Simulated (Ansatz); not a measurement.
`O[Si@H](F)[Si@H](O)F` + `C=CF` → `C=C(F)[SiH](O)F` + `O[SiH2]F`  (formal exchange of groups at the Si–Si bond)

Isolated molecules relaxed with PBE0-D4/def2-TZVP in Ansatz; ΔE leaves out vibrations. CCSD(T)/CBS is the MP2 limit (def2-TZVPP, def2-QZVPP) plus CCSD(T) − MP2 in def2-TZVPP, frozen cores. Functionals use def2-TZVPP. One conformer a species, not always the lowest.

| level | ΔE (kJ/mol) |
| --- | --- |
| BLYP-D4 | -19.9 |
| B97M-V | -23.9 |
| BHLYP-D4 | -28.5 |
| PBE | -12.0 |
| revPBE | -10.4 |
| HF/def2-SVP | -35.9 |
| CCSD(T)/def2-SVP | -34.2 |
| CCSD/def2-TZVPP | -31.5 |

Q: What does CCSD(T)/CBS give? (An estimate is asked.)

A: Computed: -29.4 kJ/mol. The listed levels differ from it by 9.5, 5.5, 0.9, 17.4, 19.0, -6.5, -4.8, -2.1 kJ/mol.

Largest T1 diagnostic among the species: 0.013.

At CCSD(T), def2-SVP lies −4.8 kJ/mol from the extrapolated value and def2-TZVPP −1.9 kJ/mol. From BLYP to BHLYP (50 % exact exchange), in def2-TZVPP and without D4, ΔE moves by −10.9 kJ/mol. Leaving LDA and LC-ωPBE aside and taking each functional with its dispersion term where it has one, the values, not all of them listed here, spread over 19.8 kJ/mol, from ωB97M-V to PBE-D4. LDA lies −5.0 kJ/mol from PBE without D4.
